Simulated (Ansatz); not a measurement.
Geometry optimisation, RKS PBE0/def2-SVP in Ansatz 0.2.0.

Input:

```yaml
crystal:
  periodic: [false, false, false]
  atoms:
    - { symbol: Ge, position_ang: [0.134901, 0.0, 0.212751] }
    - { symbol: H, position_ang: [0.483972, 0.0, 1.690447] }
    - { symbol: F, position_ang: [1.803896, 0.0, -0.04428] }
    - { symbol: F, position_ang: [-0.614685, 1.357572, -0.507109] }
    - { symbol: F, position_ang: [-0.614685, -1.357572, -0.507109] }
basis:
  gaussian: { orbitals: def2-SVP }
hamiltonian:
  xc: pbe0
relax:
  f_tol: 0.03
  max_steps: 50
```

Run as:

```bash
$ ansatz run input.yaml --threads 2 --pin off --max-ram 3072MiB --backend cpu --events-out ev --progress --plain --runs-dir out
```

**Question.** Where does it end, and by what steps?

**Answer.** The forces met the threshold. After 4 steps the energy has fallen by 0.469 eV; H2 moved furthest, 0.31 Å.

```csv
step,energy less start (eV),largest force component (eV/Å),accepted
0,0.0000,1.467,yes
1,-0.3942,0.508,yes
2,-0.4551,0.383,yes
3,-0.4692,0.115,yes
4,-0.4694,0.016,yes
```

```xyz
5
Properties=species:S:1:pos:R:3
Ge 0.235 0.000 0.257
H 0.180 0.000 1.772
F 1.842 0.000 -0.337
F -0.532 1.372 -0.424
F -0.532 -1.372 -0.424
```

Whether the end is a true minimum wasn't checked by a vibrational analysis.

The run took 8 s on 2 threads of Arm Neoverse V2, with other jobs on the host, peak memory 0.15 GiB.
